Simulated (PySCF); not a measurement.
A side-by-side comparison of computed properties.

First species: C7H9BO2.
SMILES: `C=CC(=C)C1=CC=[O+][BH2-]O1`

Second species: C3H5NO.
Cartesian coordinates in Å at the PBE0-D3(BJ)/def2-SVP level; atoms count from 1:
```
atom  x, y, z in Å
C1     1.8805    0.2400   -0.2279
N2     0.7655    0.6901    0.1588
C3    -0.2430   -0.1935    0.5815
C4    -1.5384   -0.0121   -0.1588
O5    -0.0821   -0.9609    1.4976
H6     2.1003   -0.8409   -0.3055
H7     2.6829    0.9396   -0.5028
H8    -2.2731   -0.7430    0.1987
H9    -1.9121    1.0104    0.0005
H10   -1.3803   -0.1297   -1.2421
```

Levels: wB97X-D/def2-SVPD for dipole moment, HOMO energy, LUMO energy, HOMO–LUMO gap, static isotropic polarisability and electronic spatial extent ⟨r²⟩ about the centre of nuclear charge; TDDFT wB97X-D/def2-SVPD for lowest singlet excitation; TDA wB97X-D/def2-SVPD for lowest triplet excitation (Tamm–Dancoff); ΔSCF wB97X-D/def2-SVPD for vertical ionisation energy; PBE0-D3(BJ)/def2-SVP for rotational constant A and rotational constant C. Geometries: PBE0-D3(BJ)/def2-SVP. Each structure is a single optimised conformer of the isolated species, non-relativistic unless stated; the electronic structure was computed with PySCF and density fitting.

The conformers computed, where there is a choice (atom-mapped SMILES and torsion angles):
- `[CH2:1]=[CH:2][C:3](=[CH2:4])[C:5]1=[CH:6][CH:7]=[O+:8][BH2-:9][O:10]1`: C1–C2–C3–C4 160°, C2–C3–C5–C6 -31°
- `[CH2:1]=[N:2][C:3]([CH3:4])=[O:5]`: C1–N2–C3–C4 -125°

```json
{"property": "dipole moment", "column X": "2.85 D", "column Y": "4.94 D"}
{"property": "HOMO energy", "column X": "-9.44 eV", "column Y": "-8.86 eV"}
{"property": "LUMO energy", "column X": "0.36 eV", "column Y": "-0.92 eV"}
{"property": "HOMO–LUMO gap", "column X": "9.80 eV", "column Y": "7.94 eV"}
{"property": "lowest singlet excitation", "column X": "4.31 eV", "column Y": "3.68 eV"}
{"property": "lowest triplet excitation (Tamm–Dancoff)", "column X": "3.79 eV", "column Y": "2.69 eV"}
{"property": "static isotropic polarisability", "column X": "47.9 au", "column Y": "110.0 au"}
{"property": "vertical ionisation energy", "column X": "9.82 eV", "column Y": "8.95 eV"}
{"property": "electronic spatial extent ⟨r²⟩ about the centre of nuclear charge", "column X": "403 bohr²", "column Y": "1505 bohr²"}
{"property": "rotational constant A", "column X": "9.561 GHz", "column Y": "2.507 GHz"}
{"property": "rotational constant C", "column X": "3.304 GHz", "column Y": "0.761 GHz"}
```

Task: Which column belongs to which species?

Result: Column X is the second species and column Y the first. The first has 19 atoms and 72 electrons, the second 10 and 38.

Task: How does each property change from the first species to the second?

Result: dipole moment -2.09 D; HOMO energy -0.58 eV; LUMO energy +1.28 eV; HOMO–LUMO gap +1.86 eV; lowest singlet excitation +0.63 eV; lowest triplet excitation (Tamm–Dancoff) +1.10 eV; static isotropic polarisability -62.1 au; vertical ionisation energy +0.87 eV; electronic spatial extent ⟨r²⟩ about the centre of nuclear charge -1102 bohr²; rotational constant A +7.054 GHz; rotational constant C +2.543 GHz.

On the first: No computed singlet falls in the visible range (750 to 380 nm, 1.65 to 3.26 eV); S1 lies 0.42 eV above its blue end. A dipole of 4.94 D is allowed in C1, and pure rotational transitions are dipole-allowed.

On the second: The principal polarisabilities are 37.0, 46.7 and 59.9 au; their mean is the isotropic value. The polarisability is 7.09 Å³ as a volume (1 au = 0.148185 Å³), or 1.26 au for each of the 38 electrons.
